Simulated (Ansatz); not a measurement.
Ideal-gas functions of H4INSSi (`N[SiH](S)I`) at 400 K and 1 bar, from an Ansatz frequency run at PBE0-D4/def2-TZVP.

Molar mass 205.1 g/mol, point group C1 (symmetry number 1), electronic degeneracy 1, moments of inertia 126.626, 467.964, 567.013 u Å². Harmonic wavenumbers (cm⁻¹, unscaled): 128, 172, 205, 225, 314, 338, 435, 529, 705, 744, 805, 897, 913, 1576, 2257, 2722, 3599, 3697.

Use S(trans) = R[1.5 ln M + 2.5 ln T − 1.1517]; rotational temperatures θ = 24.2544 K / I; S(rot) = R[ln(√π/σ · √(T³/θAθBθC)) + 1.5]; for each mode x = 1.438777 ν̃/T, S = R[x/(eˣ − 1) − ln(1 − e⁻ˣ)] and H = RT x/(eˣ − 1); 1 cm⁻¹ = 0.0119627 kJ/mol; R = 8.31446 J/(mol·K).

**Question.** By hand: the entropy, in J/(mol·K).

**Answer.** Translation 181.4. Rotation: θ = 0.1915, 0.0518, 0.0428 K, giving 124.2. Vibration, mode by mode: 14.84, 12.44, 11.03, 10.30, 7.73, 7.18, 5.39, 4.12, 2.50, 2.24, 1.88, 1.45, 1.38, 0.19, 0.02, 0.01, 0.00, 0.00, in all 82.7. Electronic 0.0. Sum 388.3 J/(mol·K).

**Question.** By hand: H − E and G − E in kJ/mol, counted from the electronic energy.

**Answer.** Zero-point energy ½ × 20261 × 0.0119627 = 121.2; thermal vibration 18.3; translation, rotation and pV give 4 RT = 13.3. H − E = 152.8 kJ/mol, and G − E = 152.8 − 400 × 388.3/1000 = -2.5 kJ/mol.

Vibration gives 21 % of the entropy, 14.8 J/(mol·K) of it from the mode under 150 cm⁻¹: soft modes count most, and the harmonic formula is weakest for them. The sum counts one conformer and one mirror image; others add a mixing term.
